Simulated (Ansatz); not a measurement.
`N[SiH](F)Br` + H–F → `F[SiH](F)Br` + NH₃ at 600 K and 1 bar (ligand exchange at the Si–N bond).

Calculated with Ansatz (gas phase, PBE0-D4/def2-TZVP geometries, no zero-point term in ΔE). CBS: MP2 limit from def2 TZ/QZ plus the TZ coupled-cluster correction, frozen cores. This one scheme is used for every species. For Br outer-core shells are correlated without core-valence functions, which leaves a few kJ/mol of doubt a bond. Scalar relativity is left out up to krypton. Each species was taken in one conformer, which may not be the lowest.

| species | CCSD(T)/CBS energy (Eh) | H − E (kJ/mol) | S (J/(mol·K)) |
| --- | --- | --- | --- |
| `N[SiH](F)Br` | -3018.85213 | 151.9 | 400.2 |
| H–F | -100.39570 | 42.3 | 194.0 |
| `F[SiH](F)Br` | -3062.76774 | 81.9 | 367.1 |
| NH₃ | -56.50880 | 112.4 | 219.5 |

H − E and S are ideal-gas, rigid-rotor, harmonic terms from PBE0-D4/def2-TZVP, for one conformer and one mirror image of each species. 1 Eh = 2625.50 kJ/mol, R = 8.31446 J/(mol·K).

By hand: ΔE, ΔH, ΔS and ΔG.

ΔE = (-3062.76774) + (-56.50880) − (-3018.85213) − (-100.39570) = -0.02871 Eh = -75.4 kJ/mol. Δ(H − E) = 81.9 + 112.4 − 151.9 − 42.3 = 0.1, so ΔH = -75.3 kJ/mol. ΔS = 367.1 + 219.5 − 400.2 − 194.0 = -7.6 J/(mol·K). ΔG = -75.3 − 600 × (-7.6)/1000 = -70.7 kJ/mol.

By hand: the equilibrium constant, and the temperature at which ΔG would vanish if ΔH and ΔS stayed fixed.

log₁₀ K = −ΔG/(RT ln 10) = 6.2. ΔG = 0 at ΔH/ΔS = 9908 K, far beyond where these terms or the molecules hold.

The number of gas molecules stays the same, so ΔS is small and ΔH decides. A doubt of 5 kJ/mol in ΔE shifts log₁₀ K by 0.4 here. Other conformers and mirror images would add mixing entropy, several J/(mol·K) or more a flexible species. These are equilibria of isolated gas molecules and say nothing of rates. Largest T1 diagnostic: 0.010 (customary marks: 0.02 for closed shells, 0.045 for open ones).
